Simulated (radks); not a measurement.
Excited configurations of Ga I: one electron is placed in a higher orbital outside [Ar] 3d10 4s2. The ground configuration is [Ar] 3d10 4s2 4p1. Calculated with a radial shooting solver on a logarithmic mesh with Libxc functionals: Dirac Kohn-Sham, LDA (Slater exchange, Perdew-Wang correlation), spin-unpolarised, spherical densities, finite nucleus; open shells are shared between the two j in proportion to 2j + 1; Fermi nuclear charge, rms radius 3.9973 fm. Excitation = E - E(ground); binding = E(ion) - E, where the ion is the core of charge +1; n* = 1/sqrt(2 binding) in atomic units, and the quantum defect is n - n*. Eigenvalue and <r> are those of j = l + 1/2.

outer orbital  excitation (eV)  binding (eV)     n*  quantum defect  eigenvalue (eV)
4d                       4.202         1.683  2.844           1.156           -0.709
5s                       2.904         2.981  2.136           2.864           -1.714
5d                       4.822         1.063  3.578           1.422           -0.585
5f                       5.257         0.627  4.658           0.342           -0.369
6s                       4.397         1.488  3.024           2.976           -0.912
6p                       4.746         1.139  3.457           2.543           -0.693
6d                       5.177         0.707  4.386           1.614           -0.433
7s                       4.985         0.899  3.890           3.110           -0.578
7p                       5.154         0.731  4.315           2.685           -0.469
7d                       5.384         0.500  5.214           1.786           -0.325
7f                       5.543         0.342  6.311           0.689           -0.227

The Delta-SCF ionisation energy is 5.884 eV (NIST Atomic Spectra Database: 5.999 eV, measured). Self-interaction in the functional shifts the binding energies and quantum defects, so they are the method's values and not measured ones. Spin polarisation and multiplet splitting are left out, so open shells lie too high by an amount that depends on their filling. Sharing an open shell by 2j + 1 raises it above the true ground level by a part of the spin-orbit splitting, which enters the differences from NIST.

Beside tabulated values, note that spin-unpolarised runs miss the spin-polarisation part of the exchange energy of open shells.
